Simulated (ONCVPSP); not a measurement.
**LDA (Perdew-Wang 92) ONCV dataset for thulium (Tm), fully relativistic all-electron reference.**

- Element: Tm
- Generator: ONCVPSP 4.0.1
- Type: optimised norm-conserving Vanderbilt (ONCV)
- Functional: LDA (Perdew-Wang 92)
- Relativity: fully relativistic
- Frozen core: [Kr] 4d10 4f12
- Valence charge: 11
- Reference configuration: 5s2 5p6 5d1 6s1 (charge +1)
- Partial waves: 5s+6s: rc 1.55 bohr, ncon 4, nbas 8, qcut 6.6 1/bohr, 2 projectors; 5p: rc 1.35 bohr, ncon 5, nbas 10, qcut 7.3 1/bohr, 3 projectors, debl 2.9 Ha; 5d: rc 3.35 bohr, ncon 3, nbas 8, qcut 5.5 1/bohr, 1 projector
- Local potential: polynomial inside 1.35 bohr (lpopt 5, dvloc0 1 Ha)
- Core correction: Teter function fitted to the true core (icmod 2), fcfact 0.35

Open shells are filled in proportion to 2j + 1.

All-electron outer shells of the reference configuration (LDA (PZ), scalar-relativistic, ld1.x):

```json
{"shell": "5s", "level (eV)": "-64.52", "outermost node (bohr)": "0.59", "outermost maximum (bohr)": "1.08"}
{"shell": "5p", "level (eV)": "-37.21", "outermost node (bohr)": "0.63", "outermost maximum (bohr)": "1.24"}
{"shell": "4f", "level (eV)": "-16.47", "outermost node (bohr)": "–", "outermost maximum (bohr)": "0.49"}
{"shell": "6s", "level (eV)": "-10.22", "outermost node (bohr)": "1.46", "outermost maximum (bohr)": "2.98"}
{"shell": "5d", "level (eV)": "-8.31", "outermost node (bohr)": "0.71", "outermost maximum (bohr)": "1.83"}
```

(1) Estimate the cutoffs (Ha) at which the residual kinetic energy of the hardest occupied pseudo-wave falls to 1 and 0.1 mHa per electron.

(2) What does a ghost test show?

(3) Which valence shell sets the plane-wave cutoff?

(4) Tests: 5s2 5p6 5d1 6s2; 5s2 5p6 5d1 6s0; 5s2 5p6 5d0 6s0; 5s1 5p6 5d1 6s2. Which has the largest error in its energy relative to the reference configuration, and how large is it?

## Answers

(1) 27 Ha and 110 Ha.

(2) Ghosts flagged at negative energy: p3/2 at -244.0 eV; GHOST(+) flagged for s at 180.7 eV, p1/2 at 416.9 eV. A true bound ghost makes a file unfit for plane-wave use.

(3) 5p: 27 Ha for 1 mHa per electron, against 19 Ha for 5s.

(4) 5s1 5p6 5d1 6s2, with -403 meV (all-electron minus pseudo) on +56.33 eV.
